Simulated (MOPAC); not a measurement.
A run for MOPAC: PM7 on FGaH2 (SMILES [F][GaH2]), a point of a bond scan (R = 1.712 Å).

```
PM7 1SCF PRECISE CHARGE=0 THREADS=1
FGaH2

Ga    -0.15314797 1    -0.29827289 1     0.09911006 1
H      0.70146134 1    -1.13378985 1     1.32462446 1
H     -1.47626948 1    -0.60250567 1    -0.66151679 1
F      0.62223187 1     1.21186655 1    -0.40267879 1
```

Program output:

```
*******************************************************************************
 **                                                                           **
 **                              MOPAC v23.2.5                                **
 **                                                                           **
 *******************************************************************************
 ** MOPAC's Digital Object Identifier: https://doi.org/10.5281/zenodo.6511958 **
 **                                                                           **
 ** Please cite the open-source release paper for use of this MOPAC version:  **
 ** J. E. Moussa and J. J. P. Stewart (2026)                                  **
 ** MOPAC: An open-source semiempirical molecular orbital program             **
 ** J. Open Source Softw., 11(119), 8025, https://doi.org/10.21105/joss.08025 **
 *******************************************************************************

                              PM7 CALCULATION RESULTS

 *******************************************************************************
 *  PM7        - The PM7 Hamiltonian to be used
 *
 *
 *
 *                 CHARGE ON SYSTEM = 0
 *
 *
 *
 *  PRECISE    - TIGHTER CRITERIA TO BE USED
 *  1SCF       - DO 1 SCF AND THEN STOP
 *  THREADS=1  - MULTI-THREADING NOT USED
 *  T=         - A TIME OF 172800.0 SECONDS REQUESTED
 *  DUMP=N     - RESTART FILE WRITTEN EVERY 7200.0 SECONDS REQUESTED
 *******************************************************************************
PM7 1SCF PRECISE CHARGE=0 THREADS=1
 FGaH2

   ATOM   CHEMICAL          X               Y               Z
  NUMBER   SYMBOL      (ANGSTROMS)     (ANGSTROMS)     (ANGSTROMS)

     1      Ga         -0.15314797  *  -0.29827289  *   0.09911006  *
     2       H          0.70146134  *  -1.13378985  *   1.32462446  *
     3       H         -1.47626948  *  -0.60250567  *  -0.66151679  *
     4       F          0.62223187  *   1.21186655  *  -0.40267879  *



          CARTESIAN COORDINATES

    NO.       ATOM           X           Y           Z

     1        Ga         -0.1531     -0.2983      0.0991
     2         H          0.7015     -1.1338      1.3246
     3         H         -1.4763     -0.6025     -0.6615
     4         F          0.6222      1.2119     -0.4027

 General Reference for PM7:
 "Optimization of Parameters for Semiempirical Methods VI: More Modifications to the
 NDDO Approximations and Re-optimization of Parameters", J. J. P. Stewart, J. Mol. Mod., 1:32, 19 (2013)
 https://link.springer.com/article/10.1007/s00894-012-1667-x

           Empirical Formula: H2 Ga F  =     4 atoms



      MOLECULAR POINT GROUP   :   C2v


      RHF CALCULATION, NO. OF DOUBLY OCCUPIED LEVELS = 6


 -------------------------------------------------------------------------------
 PM7 1SCF PRECISE CHARGE=0 THREADS=1
 FGaH2



     1SCF WAS SPECIFIED, SO BFGS WAS NOT USED
     SCF FIELD WAS ACHIEVED


                              PM7 CALCULATION
                                                       MOPAC v23.2.5 Linux




          FINAL HEAT OF FORMATION =        -72.87011 KCAL/MOL =    -304.88853 KJ/MOL


          COSMO AREA              =         77.15 SQUARE ANGSTROMS
          COSMO VOLUME            =         58.88 CUBIC ANGSTROMS

          IONIZATION POTENTIAL    =         11.195504 EV
          HOMO LUMO ENERGIES (EV) =        -11.196  0.652
          NO. OF FILLED LEVELS    =          6
          MOLECULAR WEIGHT        =         90.7492         POINT GROUP:  C2v

          MOLECULAR DIMENSIONS (Angstroms)

            Atom       Atom       Distance
            H     3    H     2     2.99492
            F     4    H     3     2.42283
           Ga     1    H     2     0.00000


          SCF CALCULATIONS        =          1





   ATOM   CHEMICAL          X               Y               Z
  NUMBER   SYMBOL      (ANGSTROMS)     (ANGSTROMS)     (ANGSTROMS)

     1      Ga         -0.15314797  *  -0.29827289  *   0.09911006  *
     2       H          0.70146134  *  -1.13378985  *   1.32462446  *
     3       H         -1.47626948  *  -0.60250567  *  -0.66151679  *
     4       F          0.62223187  *   1.21186655  *  -0.40267879  *

                             CARTESIAN COORDINATES

   1   Ga       -0.153147970    -0.298272890     0.099110060
   2    H        0.701461340    -1.133789850     1.324624460
   3    H       -1.476269480    -0.602505670    -0.661516790
   4    F        0.622231870     1.211866550    -0.402678790


           Empirical Formula: H2 Ga F  =     4 atoms



      MOLECULAR POINT GROUP   :   C2v


                  EIGENVALUES
 -37.04697 -19.15115 -13.98826 -13.64513 -12.82582 -11.19550   0.65197   2.38365
   2.66153   3.53022


              NET ATOMIC CHARGES AND DIPOLE CONTRIBUTIONS

  ATOM NO.   TYPE          CHARGE      No. of ELECS.   s-Pop       p-Pop
    1         Ga           0.406999        2.5930     1.23399     1.35901
    2          H           0.062277        0.9377     0.93772
    3          H           0.056759        0.9432     0.94324
    4          F          -0.526035        7.5260     1.96321     5.56282
 DIPOLE           X         Y         Z       TOTAL
 POINT-CHG.    -2.064    -4.148     1.427     4.848
 HYBRID         0.415     0.929    -0.355     1.077
 SUM           -1.650    -3.219     1.072     3.773


          ATOMIC ORBITAL ELECTRON POPULATIONS

     Atom    s        px        py        pz
    1 Ga   1.23399   0.57274   0.34536   0.44092
    2  H   0.93772
    3  H   0.94324
    4  F   1.96321   1.91094   1.70726   1.94462

 **********************
 *                    *
 * JOB ENDED NORMALLY *
 *                    *
 **********************




 == MOPAC DONE ==
```

The run finished.

Cost: around 0.010 core-seconds (rough).
